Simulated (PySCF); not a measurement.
A structure optimised at r2SCAN-D4/def2-TZVP, used in a PySCF frequency run:

```xyz
5

O      0.1064     1.0282     0.0000
Si    -0.0146    -0.5360     0.0000
H     -0.5933     1.6978     0.0000
H     -1.3294    -1.1938     0.0000
H      1.2767    -1.2257     0.0000
```
Charge +1, spin multiplicity 1.

### Question
Write its SMILES, formula and point group.

### Answer
[OH+]=[SiH2], H3OSi, Cs

### Question
What are its rotational constants (standard atomic weights)?

### Answer
128.83, 16.373, 14.527 GHz
